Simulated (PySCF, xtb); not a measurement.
C2H6ClNTe, SMILES CN(C)[Te]Cl. One conformer was computed; it need not be the lowest.

Harmonic wavenumbers (cm⁻¹) from GFN2-xTB (xtb) at its own minimum, in rising order: 48, 110, 177, 217, 278, 283, 308, 354, 508, 981, 1045, 1082, 1124, 1200, 1229, 1412, 1422, 1470, 1479, 1494, 1502, 2891, 2892, 2965, 2968, 3021, 3022.

Question: What does PySCF with PBE-D3(BJ)/def2-SVP give at its own minimum? (An estimate is asked for; the answer gives what the named calculation found.)

Answer: 64, 81, 198, 206, 287, 299, 315, 319, 533, 957, 1024, 1061, 1099, 1196, 1209, 1364, 1386, 1393, 1408, 1415, 1433, 2916, 2920, 2991, 2995, 3081, 3082. Paired by order, the mean absolute difference is 33 cm⁻¹ and the zero-point energies are 50.7 and 50.4 kcal/mol.
